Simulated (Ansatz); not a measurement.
Mulliken charges of `[O][SnH]([F])[Cl]` radical from PBE/def2-TZVPP in Ansatz (PBE0-D4/def2-TZVP geometry).

```
atom   x (Å)   y (Å)   z (Å)  charge (e)
  O1   0.989   1.258   1.105      -0.344
 Sn2  -0.038   0.084  -0.101       1.135
  F3   1.228  -0.923  -1.103      -0.417
 Cl4  -1.109  -1.454   1.216      -0.302
  H5  -1.020   0.962  -1.159      -0.071
```

Problem. By hand: the dipole of these point charges (1 e Å = 4.8032 D).

Solution. Σ q r = (-0.488, 0.418, -0.320) e Å, of length 0.718 e Å = 3.45 D.

Problem. How does the dipole of the full density compare? (Estimate.)

Solution. The calculation gave: (-0.426, 0.249, -0.209) e Å, 2.57 D; the point charges give 1.34 times that, at 10° from its direction.

Point charges leave out the atoms' own dipoles, such as those of lone pairs, and Mulliken's split depends on the basis, so the two needn't agree.
